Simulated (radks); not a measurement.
Spherical jellium clusters: N electrons in a uniform positive sphere of charge N and radius rs N^(1/3), rs = 5.26 bohr. Calculated with a radial shooting solver with Libxc functionals: non-relativistic Kohn-Sham, PBEsol, spin-polarised, spherical densities. Levels are named by radial order and angular momentum (1s, 1p, 1d, 2s, ...), and open shells are averaged over m.

N = 4, configuration 1s2 1p(up 2, down 0). This is the lowest configuration that the search found. Occupied levels:

level,occupation,eigenvalue (eV),<r> (bohr)
1s up,1,-3.2702,5.942
1s down,1,-2.8676,5.514
1p up,2,-2.2719,7.186

Energy (eV): total -6.28937, kinetic 4.7237, external -61.326, Hartree 30.254, exchange-correlation -11.228, background 31.286.
